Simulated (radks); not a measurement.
Results of a calculation; reference values are marked as such.
Task: Species: Re+. Configuration: [Xe] 4f14 5d5 6s1 (the NIST ground configuration). Level of theory: Dirac Kohn-Sham, PBE, spin-unpolarised, spherical densities, point nucleus; open shells are shared between the two j in proportion to 2j + 1 (a radial shooting solver on a logarithmic mesh with Libxc functionals).

Spin-orbit splittings of the eigenvalues, e(l+1/2) - e(l-1/2), with zeta = 2 splitting/(2l+1) and mean radii in bohr:

shell  occ.  splitting (eV)  zeta (eV)  <r> j=l-1/2  <r> j=l+1/2
2p        6            1440      959.9      0.06246      0.07054
3p        6           312.7      208.5       0.1870       0.2019
3d       10           67.86      27.15       0.1765       0.1811
4p        6           72.94      48.63       0.4450       0.4784
4d       10           13.48      5.390       0.4934       0.5048
4f       14               ?          ?       0.5762       0.5850
5p        6           10.97      7.311        1.138        1.240
5d        5          0.9284     0.3713        1.812        1.882

Estimate the 4f splitting.

Result: 2.511 eV (zeta = 0.7176 eV).
